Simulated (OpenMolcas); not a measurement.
La2+: effect of the basis set

```
Program             : OpenMolcas 26.06
Method              : SS-CASPT2, IPEA 0.25 Eh, imaginary shift 0.1 Eh (closed shells correlated: 5s 5p)
Active space        : 1 electron in 6 orbitals (5d 6s)
State averaging     : 2S+1 = 2 even, 6 roots
Spin-orbit coupling : RASSI with atomic mean-field integrals over the reference wave functions, term energies averaged over their components
```

A. ANO-R1 [7s5p4d1f], X2C, finite nucleus; CASPT2 step of the order of 0.6 core-seconds
B. ANO-RCC-VDZP [7s6p4d2f1g], DKH2, point nucleus; CASPT2 step of the order of 0.9 core-seconds
C. ANO-R2 [8s6p5d2f1g], X2C, finite nucleus; CASPT2 step about 0.9 core-seconds
D. ANO-RCC-VTZP [8s7p5d3f2g1h], DKH2, point nucleus; CASPT2 step roughly 5 core-seconds
E. ANO-R3 [9s7p7d3f2g1h], X2C, finite nucleus; CASPT2 step roughly 5 core-seconds

Energies in cm-1 above 5d 2D 3/2, the measured ground level; measured values from Martin, Zalubas and Hagan, Atomic Energy Levels: The Rare-Earth Elements, NSRDS-NBS 60 (1978).

```json
{"Level": "5d 2D 3/2", "A": "0.0", "B": "0.0", "C": "0.0", "D": "0.0", "E": "0.0", "Measured": "0.0"}
{"Level": "5d 2D 5/2", "A": "1695", "B": "1731", "C": "1666", "D": "1593", "E": "1688", "Measured": "1603"}
{"Level": "6s 2S 1/2", "A": "14383", "B": "13189", "C": "12772", "D": "14398", "E": "13997", "Measured": "13591"}
```

Deviations, from unrounded energies. A percentage is the sum of absolute deviations over the sum of measured energies, with the sign that they share, or ± where signs differ.

```tsv
Against measurement	Levels	A	B	C	D	E
mean absolute deviation (cm-1)	2	440	260	440	410	250
fine structure of the ground term (%)	1	+5.7	+8.0	+3.9	-0.6	+5.3
other configurations (%)	1	+5.8	-3.0	-6.0	+5.9	+3.0
```

E lies closest to measurement on these levels and A furthest from it. The largest miss of E in the table is 6s 2S 1/2, by +410 cm-1. The ranking rests on the paired levels alone, and a cruder setting can come out closer through cancelling errors.

Among A to E the level of the table that moves most is 6s 2S 1/2, by 1600 cm-1 (lowest in C, highest in D).

With one active electron, CASPT2 adds the correlation within the correlated inactive shells and between them and that electron, and leaves the splitting within a term as the reference gives it. Measured partners are found by configuration, term and J. A level has none where our copy of the source lacks it or the pairing is in doubt (some pairs that miss far off the trend of their configuration count as doubtful), and it then counts in no deviation. Levels of configurations outside the active space are missing.
